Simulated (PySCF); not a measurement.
Ground-state electric properties of a mixed set of molecules.

All values: CAM-B3LYP/def2-SVPD (PySCF) at PBE0-D3(BJ)/def2-SVP geometries, gas phase, one conformer each. Core orbitals are frozen in the response; Δα² is half the sum of the squared differences of the principal polarisabilities.

(1) Rank by polarisability anisotropy Δα, lowest first.
A. `[CH3:1][C:2](=[O:3])[SiH2:4][SH:5]` with C1–C2–Si4–S5 -173°, C2–Si4–S5–H -6°
B. `FB(F)[SiH3]`
C. `[CH2:1]=[CH:2][CH2:3][P@:4](=[O:5])([OH:6])[c:7]1[cH:8][cH:9][cH:10][cH:11][cH:12]1` with C1–C2–C3–P4 -112°, C2–C3–P4–O5 -57°, C3–P4–O6–H 166°, C3–P4–C7–C8 68° (allyl(phenyl)phosphinic acid)
D. `[CH3:1][N:2]([CH3:3])[SiH2:4][O:5][SiH2:6][O:7][SiH3:8]` with C1–N2–Si4–O5 91°, N2–Si4–O5–Si6 45°, Si4–O5–Si6–O7 -64°, O5–Si6–O7–Si8 -48°
E. `[O:1]=[C:2]([OH:3])[C:4]1=[CH:5][CH:6]=[CH:7][C:8]12[CH2:9][CH2:10]2` with O1–C2–O3–H 0°, O1–C2–C4–C5 180°

(2) Rank by dipole moment, lowest first.
A. `[O:1]=[C:2]([OH:3])[C:4]1=[CH:5][CH:6]=[CH:7][C:8]12[CH2:9][CH2:10]2` with O1–C2–O3–H 0°, O1–C2–C4–C5 180°
B. `[CH3:1][C:2](=[O:3])[SiH2:4][SH:5]` with C1–C2–Si4–S5 -173°, C2–Si4–S5–H -6°
C. `FB(F)[SiH3]`
D. `[CH2:1]=[CH:2][CH2:3][P@:4](=[O:5])([OH:6])[c:7]1[cH:8][cH:9][cH:10][cH:11][cH:12]1` with C1–C2–C3–P4 -112°, C2–C3–P4–O5 -57°, C3–P4–O6–H 166°, C3–P4–C7–C8 68°
E. `[CH3:1][N:2]([CH3:3])[SiH2:4][O:5][SiH2:6][O:7][SiH3:8]` with C1–N2–Si4–O5 91°, N2–Si4–O5–Si6 45°, Si4–O5–Si6–O7 -64°, O5–Si6–O7–Si8 -48°
F. `[CH3:1][C:2](=[S:3])[O:4][SiH3:5]` with C1–C2–O4–Si5 -179°

(3) Rank by HOMO–LUMO gap, highest first.
A. `O([SiH2]O[SiH2]N(C)C)[SiH3]`
B. `C=CC[P@](=O)(O)c1ccccc1`
C. `O=C(O)C1=CC=CC12CC2`
D. `CC(=O)[SiH2]S`
E. `FB(F)[SiH3]`
F. `CC(=S)O[SiH3]`

Answers

(1) B (1.10 Å³), D (1.83 Å³), A (3.91 Å³), C (5.27 Å³), E (7.45 Å³).

(2) C (1.03 D), E (1.19 D), A (1.52 D), F (1.75 D), B (3.20 D), D (3.57 D).

(3) E (10.55 eV), A (8.92 eV), B (8.72 eV), D (8.37 eV), F (7.65 eV), C (7.29 eV).

All values together:

| SMILES | formula | μ (D) | HOMO (eV) | LUMO (eV) | α (Å³) | Δα (Å³) | electrons | α per electron (Å³) | ΔSCF removal energy (eV) |
| --- | --- | --- | --- | --- | --- | --- | --- | --- | --- |
| O=C(O)C1=CC=CC12CC2 | C8H8O2 | 1.52 | -7.96 | -0.67 | 14.68 | 7.45 | 72 | 0.204 | – |
| CC(=O)[SiH2]S | C2H6OSSi | 3.20 | -8.71 | -0.34 | 11.32 | 3.91 | 56 | 0.202 | 9.54 |
| CN(C)[SiH2]O[SiH2]O[SiH3] | C2H13NO2Si3 | 1.19 | -8.01 | 0.91 | 16.81 | 1.83 | 90 | 0.187 | 8.58 |
| C=CC[P@](=O)(O)c1ccccc1 | C9H11O2P | 3.57 | -8.76 | -0.04 | 19.34 | 5.27 | 96 | 0.202 | – |
| CC(=S)O[SiH3] | C2H6OSSi | 1.75 | -8.14 | -0.49 | 11.37 | 3.85 | 56 | 0.203 | 8.97 |
| FB(F)[SiH3] | BF2H3Si | 1.03 | -10.63 | -0.08 | 6.50 | 1.10 | 40 | 0.162 | 11.76 |

Conformers: `[O:1]=[C:2]([OH:3])[C:4]1=[CH:5][CH:6]=[CH:7][C:8]12[CH2:9][CH2:10]2` with O1–C2–O3–H 0°, O1–C2–C4–C5 180°; `[CH3:1][C:2](=[O:3])[SiH2:4][SH:5]` with C1–C2–Si4–S5 -173°, C2–Si4–S5–H -6°; `[CH3:1][N:2]([CH3:3])[SiH2:4][O:5][SiH2:6][O:7][SiH3:8]` with C1–N2–Si4–O5 91°, N2–Si4–O5–Si6 45°, Si4–O5–Si6–O7 -64°, O5–Si6–O7–Si8 -48°; `[CH2:1]=[CH:2][CH2:3][P@:4](=[O:5])([OH:6])[c:7]1[cH:8][cH:9][cH:10][cH:11][cH:12]1` with C1–C2–C3–P4 -112°, C2–C3–P4–O5 -57°, C3–P4–O6–H 166°, C3–P4–C7–C8 68°; `[CH3:1][C:2](=[S:3])[O:4][SiH3:5]` with C1–C2–O4–Si5 -179°.

A dash marks a removal energy that wasn't run or isn't settled.

How closely does the mean polarisability follow the number of electrons in this set?

The correlation coefficient is 0.99; α per electron runs from 0.162 to 0.204 Å³.
